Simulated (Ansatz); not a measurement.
Geometry optimisation, UHF/def2-SVP in Ansatz 0.2.0.

The input (input.yaml):

```yaml
crystal:
  periodic: [false, false, false]
  atoms:
    - { symbol: Sn, position_ang: [0.008118, 0.012518, -0.098779] }
    - { symbol: H, position_ang: [0.008063, 0.014226, 1.631292] }
    - { symbol: H, position_ang: [1.617044, 0.003449, -0.671852] }
    - { symbol: H, position_ang: [-0.803991, 1.401245, -0.672723] }
    - { symbol: H, position_ang: [-0.800743, -1.388077, -0.657103] }
    - { symbol: O, position_ang: [-0.012454, -0.020252, 3.849613] }
    - { symbol: H, position_ang: [-0.528636, -0.824207, 3.808451] }
magnetization:
  spin_polarized: true
  initial_magnetization: 1
basis:
  gaussian: { orbitals: def2-SVP }
hamiltonian:
  xc: hf
relax:
  f_tol: 0.03
  max_steps: 50
```

Run as:

```bash
$ ansatz run input.yaml --threads 2 --pin off --max-ram 3072MiB --backend cpu --events-out ev --progress --plain --runs-dir out
```

Task: Where does it end, and by what steps?

Result: It converged. The force dipped under the threshold on the way, but the program's further checks kept it going. After 15 steps the energy has fallen by 0.096 eV; O6 moved furthest, 0.86 Å.

```
step  energy less start (eV)  largest force component (eV/Å)  accepted
   0                  0.0000                           0.561       yes
   1                 -0.0363                           0.778       yes
   2                 -0.0585                           0.851       yes
   3                 -0.0775                           0.637       yes
   4                 -0.0904                           0.174       yes
   5                 -0.0919                           0.016       yes
   6                 -0.0805                           0.928        no
   7                 -0.0915                           0.290        no
   8                 -0.0925                           0.023       yes
   9                 -0.0870                           0.555        no
  10                 -0.0929                           0.135       yes
  11                 -0.0933                           0.197       yes
  12                 -0.0944                           0.007       yes
  13                 -0.0948                           0.051       yes
  14                 -0.0839                           1.043        no
  15                 -0.0955                           0.006       yes
```

```xyz
7
Properties=species:S:1:pos:R:3
Sn -0.012 -0.019 -0.278
H -0.102 -0.157 1.426
H 1.628 0.020 -0.749
H -0.794 1.419 -0.763
H -0.788 -1.368 -0.982
O -0.108 -0.168 4.695
H -0.337 -0.527 3.839
```

Time of the run: 20 s on 2 threads of Arm Neoverse V1 (shared host), peak memory 0.17 GiB.
